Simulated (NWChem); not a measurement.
# CH$_{2}$ClNOSi; SMILES Cl[SiH2]N=C=O

```xyz
7

Si    -0.8814    -0.6896     0.0410
Cl     0.7433    -1.9553    -0.0177
N     -0.3500     0.9341    -0.0332
C      0.1331     2.0313    -0.0196
O      0.5883     3.1038    -0.0142
H     -1.6012    -0.9057     1.3200
H     -1.7385    -0.9668    -1.1369
```
Atoms are numbered in this order, from 1.

Computed with NWChem. Coordinates come from a PBE0/def2-SVP optimisation. Vzz is the largest principal value of the second derivative of the potential at the nucleus (NWChem prints the opposite sign); η is the asymmetry. Non-relativistic.

| level | Vzz Cl2 (a.u.) | η Cl2 | Vzz N3 (a.u.) | η N3 | Vzz O5 (a.u.) | η O5 |
|---|---|---|---|---|---|---|
| PBE/def2-SVP | 2.051 | 0.09 | 0.491 | 0.07 | 0.645 | 0.10 |
| PBE/def2-TZVP | 2.128 | 0.08 | 0.421 | 0.07 | 0.584 | 0.11 |
| PBE0/def2-TZVP | 2.155 | 0.07 | 0.432 | 0.05 | 0.618 | 0.09 |
| PBE0/cc-pVTZ | [?] | 0.07 | [?] | 0.05 | 0.617 | 0.10 |

Question: Fill in the missing entries.

Answer: 
- PBE0/cc-pVTZ, Vzz Cl2 (a.u.): 2.010
- PBE0/cc-pVTZ, Vzz N3 (a.u.): 0.438
